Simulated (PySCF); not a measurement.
Record of a relaxation.

Species: C5H6O2.
Atom-mapped SMILES: `[CH3:1][O:2][c:3]1[cH:4][cH:5][o:6][cH:7]1` (hydrogens: H8, H9, H10 on C1; H11 on C4; H12 on C5; H13 on C7)

Computed by this run: PySCF 2.14.0, PBE0-D3(BJ)/def2-TZVP geometry optimisation, gas phase; density fitting, grid level 2; the optimiser is geomeTRIC in internal coordinates, started from a GFN2-xTB structure with every atom displaced at random (about 0.01 Å). The frame can shift and turn from step to step; on so coarse a grid that alone can change the energy by a few meV, and forces under 0.02 eV/Å are noise.

Step 0: E = -9368.5480 eV, largest atomic force 2.373 eV/Å
```
atom  x, y, z in Å  |  force x, y, z in eV/Å
C1     -2.181   -0.034    0.003   -1.251   1.352   0.363
O2     -1.119    0.820   -0.323    0.464  -0.035   0.032
C3      0.094    0.287   -0.128    2.014  -0.215   0.214
C4      1.362    1.001   -0.343   -2.266  -0.696   0.104
C5      2.321    0.120   -0.036    1.016   0.507   0.007
O6      1.821   -1.047    0.365    0.418  -0.608   0.140
C7      0.486   -0.959    0.311   -1.770   0.630  -0.280
H8     -2.190   -0.906   -0.624    0.034  -0.633  -0.273
H9     -2.181   -0.293    1.074    0.156  -0.128  -0.233
H10    -3.101    0.572   -0.191    0.625  -0.628   0.115
H11     1.409    2.004   -0.673    0.354   0.722  -0.256
H12     3.396    0.230   -0.032   -0.096  -0.177   0.015
H13    -0.112   -1.813    0.587    0.302  -0.090   0.050
```

Step 1: E = -9368.6649 eV, largest atomic force 0.377 eV/Å
```
atom  x, y, z in Å  |  force x, y, z in eV/Å
C1     -2.171   -0.043    0.186    0.058  -0.160  -0.213
O2     -1.137    0.859   -0.135   -0.088   0.010  -0.024
C3      0.093    0.318   -0.090    0.004   0.043  -0.215
C4      1.280    1.022   -0.473   -0.092   0.004   0.232
C5      2.296    0.157   -0.256   -0.282  -0.151   0.000
O6      1.833   -1.026    0.197    0.067  -0.013  -0.058
C7      0.476   -0.934    0.284    0.318   0.191   0.070
H8     -2.248   -0.833   -0.580   -0.043   0.201   0.140
H9     -1.978   -0.517    1.148    0.015  -0.086   0.240
H10    -3.103    0.515    0.256    0.066   0.059  -0.137
H11     1.346    2.042   -0.820   -0.025  -0.049  -0.003
H12     3.361    0.227   -0.377    0.114   0.037  -0.034
H13    -0.029   -1.804    0.652   -0.110  -0.086   0.001
```

Step 2: E = -9368.6790 eV, largest atomic force 0.229 eV/Å
```
atom  x, y, z in Å  |  force x, y, z in eV/Å
C1     -2.178   -0.039    0.194    0.003  -0.003   0.012
O2     -1.132    0.834   -0.164    0.025  -0.090   0.093
C3      0.098    0.296   -0.096   -0.021   0.080   0.037
C4      1.273    1.027   -0.436    0.068  -0.124  -0.039
C5      2.295    0.157   -0.264    0.193   0.037   0.006
O6      1.858   -1.041    0.166   -0.121   0.194  -0.015
C7      0.503   -0.950    0.278   -0.093  -0.135  -0.028
H8     -2.251   -0.873   -0.515    0.003   0.016   0.020
H9     -2.034   -0.439    1.204    0.025   0.023  -0.013
H10    -3.094    0.547    0.169   -0.039  -0.018  -0.031
H11     1.326    2.053   -0.761    0.002  -0.014  -0.024
H12     3.359    0.244   -0.406    0.003   0.029   0.007
H13    -0.002   -1.834    0.622   -0.048   0.005  -0.026
```

Step 3: E = -9368.6814 eV, largest atomic force 0.284 eV/Å
```
atom  x, y, z in Å  |  force x, y, z in eV/Å
C1     -2.178   -0.040    0.209    0.000   0.051   0.062
O2     -1.138    0.829   -0.175    0.070   0.026   0.036
C3      0.094    0.298   -0.109    0.036  -0.072  -0.007
C4      1.279    1.021   -0.436    0.024   0.271  -0.079
C5      2.307    0.162   -0.254   -0.199  -0.072   0.020
O6      1.851   -1.035    0.158    0.031  -0.143   0.056
C7      0.493   -0.953    0.249    0.073  -0.060   0.003
H8     -2.237   -0.900   -0.465    0.008  -0.054  -0.021
H9     -2.038   -0.395    1.239    0.011   0.029  -0.070
H10    -3.099    0.535    0.145   -0.030  -0.022   0.004
H11     1.333    2.047   -0.760    0.000   0.032  -0.013
H12     3.374    0.255   -0.377   -0.052  -0.013   0.017
H13    -0.022   -1.843    0.567    0.029   0.027  -0.007
```

Step 4: E = -9368.6833 eV, largest atomic force 0.136 eV/Å
```
atom  x, y, z in Å  |  force x, y, z in eV/Å
C1     -2.170   -0.038    0.213   -0.003   0.027   0.022
O2     -1.134    0.832   -0.175   -0.034   0.020   0.006
C3      0.097    0.298   -0.113   -0.078   0.002  -0.086
C4      1.278    1.029   -0.444   -0.039  -0.081   0.103
C5      2.295    0.161   -0.247    0.095  -0.017  -0.043
O6      1.845   -1.039    0.161    0.028  -0.002  -0.026
C7      0.488   -0.959    0.238    0.018   0.077   0.038
H8     -2.220   -0.907   -0.451   -0.001  -0.031  -0.014
H9     -2.026   -0.381    1.244   -0.007   0.002  -0.015
H10    -3.099    0.525    0.143    0.008  -0.005  -0.002
H11     1.335    2.055   -0.769    0.000  -0.008   0.010
H12     3.363    0.253   -0.358   -0.001  -0.006   0.000
H13    -0.032   -1.848    0.548    0.015   0.021   0.008
```

Step 5: E = -9368.6844 eV, largest atomic force 0.057 eV/Å
```
atom  x, y, z in Å  |  force x, y, z in eV/Å
C1     -2.173   -0.040    0.208    0.004  -0.010  -0.009
O2     -1.137    0.836   -0.171    0.004   0.025   0.006
C3      0.095    0.303   -0.110    0.025  -0.026   0.015
C4      1.279    1.029   -0.436   -0.018  -0.014  -0.011
C5      2.297    0.157   -0.255    0.025   0.020   0.005
O6      1.845   -1.041    0.158   -0.035   0.044  -0.012
C7      0.489   -0.950    0.248   -0.016  -0.035   0.000
H8     -2.217   -0.906   -0.462    0.000   0.004   0.004
H9     -2.029   -0.390    1.236   -0.007  -0.005   0.016
H10    -3.104    0.520    0.142    0.012   0.004  -0.010
H11     1.340    2.056   -0.759    0.005  -0.005  -0.005
H12     3.364    0.244   -0.376    0.010   0.007   0.000
H13    -0.029   -1.835    0.568   -0.009  -0.009   0.002
```

Step 6: E = -9368.6846 eV, largest atomic force 0.036 eV/Å
```
atom  x, y, z in Å  |  force x, y, z in eV/Å
C1     -2.174   -0.037    0.208   -0.002  -0.001  -0.007
O2     -1.134    0.834   -0.169   -0.005  -0.009   0.020
C3      0.096    0.298   -0.107   -0.006   0.026  -0.003
C4      1.277    1.027   -0.435    0.015   0.002  -0.012
C5      2.299    0.159   -0.256   -0.033  -0.007   0.007
O6      1.847   -1.040    0.155    0.018  -0.027   0.016
C7      0.491   -0.955    0.248    0.017   0.021  -0.022
H8     -2.218   -0.906   -0.460    0.003  -0.001   0.003
H9     -2.039   -0.385    1.239    0.000   0.002   0.001
H10    -3.102    0.526    0.133   -0.004  -0.002  -0.002
H11     1.334    2.054   -0.757   -0.003   0.001  -0.002
H12     3.365    0.250   -0.377   -0.002  -0.004   0.003
H13    -0.025   -1.843    0.568    0.002  -0.001   0.000
```

Step 7: E = -9368.6848 eV, largest atomic force under 0.02 eV/Å
```
atom  x, y, z in Å  |  force x, y, z in eV/Å
C1     -2.173   -0.038    0.210   -0.003   0.002  -0.003
O2     -1.135    0.835   -0.167    0.004   0.001   0.010
C3      0.095    0.300   -0.108    0.002  -0.009  -0.014
C4      1.278    1.028   -0.436    0.004   0.011   0.005
C5      2.298    0.159   -0.254    0.001   0.000  -0.006
O6      1.846   -1.041    0.156   -0.003  -0.002   0.000
C7      0.490   -0.954    0.245   -0.004  -0.004   0.009
H8     -2.213   -0.908   -0.456    0.003  -0.004   0.000
H9     -2.040   -0.383    1.242    0.001   0.004  -0.005
H10    -3.102    0.522    0.130   -0.004  -0.002   0.000
H11     1.336    2.054   -0.759    0.001   0.002   0.000
H12     3.365    0.249   -0.374   -0.003  -0.001   0.000
H13    -0.027   -1.842    0.562    0.002   0.002   0.003
```

Problem. Summarise the path.

Solution. The energy falls by 3.15 kcal/mol from step 0 to step 7; nine tenths of that is first reached at step 2. It falls at every step. The largest force goes from 2.373 to under 0.02 eV/Å. Among the bonds C3–C4 changes most, from 1.471 to 1.427 Å; the atoms move by 0.029 Å rms after alignment.

Problem. Follow the three bonds and two angles with the largest change from start to end.

Solution. 
```csv
step,E above end (kcal/mol),largest force (eV/Å),C3–C4 (Å),C1–H10 (Å),O6–C7 (Å),C3–C7–H13 (°),C5–C4–H11 (°)
0,3.15,2.373,1.471,1.119,1.339,129.8,131.7
1,0.46,0.377,1.432,1.089,1.363,135.1,127.6
2,0.13,0.229,1.426,1.088,1.363,134.5,127.8
3,0.08,0.284,1.425,1.088,1.363,134.2,127.4
4,0.03,0.136,1.427,1.089,1.362,134.3,127.9
5,0.01,0.057,1.427,1.088,1.362,134.2,127.7
6,0.00,0.036,1.427,1.088,1.362,134.3,127.7
7,0.00,under 0.02,1.427,1.088,1.362,134.2,127.7
```

The cost below is that of the whole optimisation. The run took 2.9 min wall on an Arm Neoverse V2 with one thread, shared host with 32 logical CPUs at a one-minute load of 9.0, and the process peaked at 1.2 GiB of memory.
